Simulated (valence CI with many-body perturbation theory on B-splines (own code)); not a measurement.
## Run record, Yb29+

Computed by valence CI with perturbative core correlation (CI+MBPT): five valence electrons over a frozen Dirac-Fock core [Kr], a basis of 6 s, 6 p, 5 d, 5 f, 1 g functions for each j, with the one-electron correlation potential Σ1 (screened to all orders), the two-electron term Σ2, the three-electron term Σ3, Breit, model QED; selected single and double excitations, second order for the rest, scaled by the run's own slope (own B-spline code, finite nucleus).

Command, and the settings that its task file holds:

```sh
python run_cv.py task.json out
```

```
atom Yb  Z=70  mass_number=174  rms_radius_fm=5.3108
core [Kr]
valence 4d5
avg = 1
basis = S
breit = 1
cap = 10000
capref = 1200
cscale = 1
de = 0.0
dress = 0
eps = 2e-08
extrap = 1
h = 0.27
hh = 1
l2 = 3
lcore = 6
maxit = 60
n2 = 5
natural = 1
nlev = 20
nno = [3, 3, 3, 3, 1]
nroot = 26
nsp = [3, 3, 2, 2, 0]
pt2 = 1
qed = 1
rpa = 1
s1 = 1
s2 = 1
s3 = 1
screen = 1
tol = 0.03
whole = 1
```

It took 71 s on 1 thread of Arm Neoverse V2, with other jobs on the host.

Log. The first blocks belong to the next ion, which gives the ionisation energy. Fields: 2J, parity (1 odd), roots, reference size, generating configurations, candidates as configurations/state functions, variational space P, stored matrix elements, Davidson steps; e2 is the range of second-order energies in hartree. The first line gives the box (bohr), its intervals, the orbitals and the steps of their self-consistent field. Window is the range of levels sought, series limit the energy at which the first omitted orbital would enter, core excitation an estimate of the first excitation out of the core, left out the lowest levels not solved, and shifts from estimates the range by which levels moved from their first estimate, all in cm⁻¹.

```
rmax 5.0 intervals 59 orbitals 40 references ['4d5', '4d4 4f', '4d4 5s', '4d3 4f2', '4d4 5p'] scf 5 t 1.4
2J=0 par=0 roots 2 ref 28 generators 6 cand 3216/7268 P 561/999 nnz 0 it 0
2J=0 par=0 roots 2 ref 28 generators 11 cand 4351/10155 P 1154/2329 nnz 0 it 2
   second order: generators 15 cand 5596/12994 e2 -0.00002 -0.00001
reference levels 446, estimated 32, window 244662 1/cm; series limit 4916364, core excitation 1132313
2J=5 par=0 roots 7 ref 24 generators 13 cand 5729/162525 P 262/3513 nnz 3.1e+06 it 2
2J=5 par=0 roots 7 ref 24 generators 15 cand 5665/161528 P 741/9993 nnz 2e+07 it 2
   second order: generators 27 cand 10972/335779 e2 -0.00128 -0.00051
2J=7 par=0 roots 5 ref 20 generators 7 cand 5717/176683 P 227/3524 nnz 3.2e+06 it 2
2J=7 par=0 roots 5 ref 20 generators 11 cand 5653/175677 P 653/9990 nnz 2.2e+07 it 2
   second order: generators 20 cand 9557/337392 e2 -0.00104 -0.00060
2J=3 par=0 roots 5 ref 19 generators 10 cand 5720/124672 P 310/3483 nnz 2.8e+06 it 2
2J=3 par=0 roots 5 ref 19 generators 12 cand 6647/143749 P 907/10000 nnz 2e+07 it 3
   second order: generators 20 cand 8572/196396 e2 -0.00062 -0.00036
2J=11 par=0 roots 3 ref 7 generators 9 cand 5485/145015 P 323/3499 nnz 3e+06 it 2
2J=11 par=0 roots 3 ref 7 generators 12 cand 5387/144019 P 903/9994 nnz 2e+07 it 2
   second order: generators 21 cand 9785/287924 e2 -0.00029 -0.00026
2J=9 par=0 roots 4 ref 14 generators 8 cand 5634/169016 P 254/3487 nnz 3.1e+06 it 2
2J=9 par=0 roots 4 ref 14 generators 11 cand 5568/168020 P 721/9996 nnz 2.2e+07 it 2
   second order: generators 19 cand 8661/268730 e2 -0.00070 -0.00049
2J=1 par=0 roots 3 ref 13 generators 7 cand 5493/66808 P 519/3507 nnz 2.7e+06 it 2
2J=1 par=0 roots 3 ref 13 generators 12 cand 5350/65811 P 1422/9999 nnz 1.4e+07 it 2
   second order: generators 16 cand 6421/81584 e2 -0.00011 -0.00007
2J=13 par=0 roots 1 ref 3 generators 3 cand 4091/100757 P 388/3481 nnz 3.4e+06 it 1
2J=13 par=0 roots 1 ref 3 generators 5 cand 4721/109526 P 872/8052 nnz 1.3e+07 it 2
   second order: generators 10 cand 7482/175295 e2 -0.00011 -0.00011
left out: unestimated 353087, estimated 318762, shifts from estimates -400 to 126
operators 2.9
```

The Davidson iterations converged. The settings are bad on purpose, so the numbers may not be properties of the ion.

The last digits are not significant, and no measured levels were compared; by estimate large intervals hold to a few tenths of a per cent, small ones and those within an open d or f shell to about a per cent. Only levels of the ground parity were solved; by the run's estimate the other parity begins above the list, which can be wrong where configurations are misplaced.

```yaml
Valence_energy: -224.874 hartree
Ionisation_energy: "1114.3 eV (NIST: 1114 ± 4 eV (theoretical))"
Reference_configurations_for_the_orbitals: 4d5, 4d4 4f, 4d4 5s, 4d3 4f2, 4d4 5p
Radial_orbitals: 40
Box_radius: 4.978 bohr
Largest_variational_space: 10000
Lowest_levels: (4d3/2^4 4d5/2) J=5/2 0.000, (4d3/2^3 4d5/2^2) J=5/2 [a] 8.683, (4d3/2^3 4d5/2^2) J=7/2 [a] 12.915, (4d3/2^3 4d5/2^2) J=3/2 [a] 13.336, (4d3/2^3 4d5/2^2) J=11/2 13.775, (4d3/2^3 4d5/2^2) J=9/2 15.012, (4d3/2^3 4d5/2^2) J=5/2 [b] 15.724, (4d3/2^3 4d5/2^2) J=1/2 16.421, (4d3/2^3 4d5/2^2) J=7/2 [b] 17.702, (4d3/2^2 4d5/2^3) J=5/2 [a] 21.634, (4d3/2^3 4d5/2^2) J=3/2 [b] 22.019, (4d3/2^2 4d5/2^3) J=7/2 [a] 23.900, (4d3/2^2 4d5/2^3) J=11/2 24.511, (4d3/2^2 4d5/2^3) J=9/2 [a] 25.123 eV
```

Levels are named by their leading jj configuration (3d3/2^4 stands for four electrons in 3d with j = 3/2), which in mixed levels can hold well under half, so a name can repeat and another be missing. Letters in brackets count levels of one name in rising energy.
